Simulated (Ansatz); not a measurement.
Relaxation of C₂H₁₀AlNOSi (16 atoms, charge 0, multiplicity 1), to a largest force component of 0.015 eV/Å in at most 40 steps.

Method: RKS r2SCAN-D4/6-31G* in Ansatz.

```xyz
16
Properties=species:S:1:pos:R:3
C 0.252 -1.895 -1.167
O -0.622 -1.126 -0.286
C -0.050 0.092 0.133
N 1.457 -0.089 0.550
Al -0.164 1.533 -1.274
Si -1.021 0.731 1.609
H -0.393 -2.612 -1.682
H 1.039 -2.371 -0.629
H 0.657 -1.194 -1.927
H 1.766 0.800 0.954
H 1.409 -0.801 1.350
H 1.171 2.261 -1.789
H -1.651 1.993 -1.824
H -1.001 -0.269 2.709
H -0.460 1.969 2.100
H -2.412 0.954 1.219
```

Question: Where does it end, and by what steps?

Answer: The forces met the threshold. After 16 steps the energy has fallen by 0.490 eV; H9 moved furthest, 0.60 Å.

| step | energy less start (eV) | largest force component (eV/Å) | accepted |
| --- | --- | --- | --- |
| 0 | 0.0000 | 1.754 | yes |
| 1 | -0.2795 | 1.316 | yes |
| 2 | -0.3801 | 0.621 | yes |
| 3 | -0.4380 | 0.501 | yes |
| 4 | -0.4675 | 0.481 | yes |
| 5 | -0.4780 | 0.181 | yes |
| 6 | -0.4839 | 0.078 | yes |
| 7 | -0.4798 | 0.273 | no |
| 8 | -0.4866 | 0.058 | yes |
| 9 | -0.4882 | 0.096 | yes |
| 10 | -0.4888 | 0.071 | yes |
| 11 | -0.4893 | 0.036 | yes |
| 12 | -0.4896 | 0.034 | yes |
| 13 | -0.4899 | 0.028 | yes |
| 14 | -0.4899 | 0.041 | yes |
| 15 | -0.4901 | 0.017 | yes |
| 16 | -0.4901 | 0.009 | yes |

```xyz
16
Properties=species:S:1:pos:R:3
C 0.099 -1.724 -1.295
O -0.596 -1.168 -0.203
C 0.043 0.053 0.271
N 1.377 -0.217 0.780
Al 0.020 1.376 -1.234
Si -1.111 0.687 1.646
H -0.452 -2.610 -1.624
H 1.131 -1.988 -1.030
H 0.138 -1.004 -2.151
H 2.071 0.486 0.551
H 1.424 -0.441 1.772
H 1.320 2.266 -1.519
H -1.333 1.605 -2.041
H -0.887 -0.118 2.885
H -0.713 2.098 1.948
H -2.555 0.675 1.288
```

Run time: 2.2 min on 2 threads of Arm Neoverse V1, on a shared host, peak memory 0.22 GiB.
